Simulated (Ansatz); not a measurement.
```json
{"atom": "V", "x (Å)": "0.0000", "y (Å)": "0.0000", "z (Å)": "0.0000"}
{"atom": "H", "x (Å)": "0.0000", "y (Å)": "1.6928", "z (Å)": "0.0000"}
{"atom": "C", "x (Å)": "0.0000", "y (Å)": "-2.1068", "z (Å)": "0.0000"}
```

Basis set: pcseg-2 (spherical functions). Charge 0, multiplicity 3.

Computed with Ansatz (development build ahead of 0.2.0); each method stands on the lowest determinant of its kind that the runs found. Restricted functionals stand beside restricted open-shell atoms, which can lie above the unrestricted atoms usual in DFT and then raise those values.

(1) Give the atomization energy at this shape (free ground-state atoms in the same class of orbitals less the molecule, no zero-point energy) of triplet CHV by ωB97X (unrestricted), ωB97X (restricted open-shell).

## Answers

(1)

```
                       method  atomization energy
         ωB97X (unrestricted)             4.96 eV
ωB97X (restricted open-shell)             3.70 eV
```

Caution: another spin multiplicity may lie lower. Caution for ωB97X (unrestricted): a free atom is spin contaminated; the unrestricted determinant is a mixture of spin states. Caution for ωB97X (restricted open-shell): an unrestricted determinant lies well below.

The shape needn't be a minimum at these levels.
